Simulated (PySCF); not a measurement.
Ionisation energy of Xe²⁺ by level of theory

Xe²⁺ [Kr] 4d10 5s2 5p4 (3P) → Xe³⁺ [Kr] 4d10 5s2 5p3 (4S), as a difference of total energies. Computed with PySCF 2.14 in ANO-RCC-VTZP (7s6p4d2f1g, 68 functions), with the spin-free X2C one-electron Hamiltonian (Gaussian nucleus). Correlated levels: valence: [Kr] 4d10 frozen. The calculations carry no spin-orbit coupling.

| method | ionisation energy (eV) | plus first-order spin-orbit estimate | difference from reference of that sum (eV) |
| --- | --- | --- | --- |
| UHF | 29.389 | 29.834 | -1.216 |
| MP2 (valence) | 30.068 | 30.513 | -0.537 |
| SCS-MP2 (valence) | 30.139 | 30.584 | -0.466 |
| CCSD (valence) | 30.217 | 30.662 | -0.388 |
| CCSD(T) (valence) | 30.241 | 30.686 | -0.364 |

Reference: 31.05 ± 0.04 eV (semi-empirical (NIST evaluation); NIST Atomic Spectra Database, ionization energies).

A first-order spin-orbit estimate (lowest level to lowest level, LS coupling) adds 0.445 eV.

Errors of the correlated levels include the incompleteness of this basis and the frozen core.
